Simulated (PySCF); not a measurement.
## A thermochemical cycle for AlSb

MP2 in PySCF with def2-SVPD on every atom (core potentials on Sb), for the lowest determinant that a PBE0 search found; no spin–orbit coupling. AlSb, a triplet (π ↑↑), has De = 1.43 eV to neutral atoms, and AlSb⁺, a quartet (σ ↑, π ↑↑), has De = 0.48 eV to Al⁺ + Sb.

At the same level the Al atom ionises at 5.73 eV.

**Question.** What is the adiabatic ionisation energy of the molecule, and does ionisation strengthen or weaken the bond?

**Answer.** IE = IE(Al) + De(neutral) − De(ion) = 5.73 + 1.43 − 0.48 = 6.68 eV. De changes by -0.95 eV, so ionisation weakens the bond.

Correlated steps freeze 9 core orbitals. Weak bonds: AlSb⁺. Basis-set superposition, not corrected here, can be much of De in a small basis, most of all at correlated wavefunction levels. These are scalar-relativistic numbers at best; spin–orbit coupling would shift them, the dissociation energy most. For an ion De counts to the pair picked by the measured ionisation energies or electron affinities, which need not be the lowest pair at this level. States were picked by a PBE0 search and need not be the measured ground states.
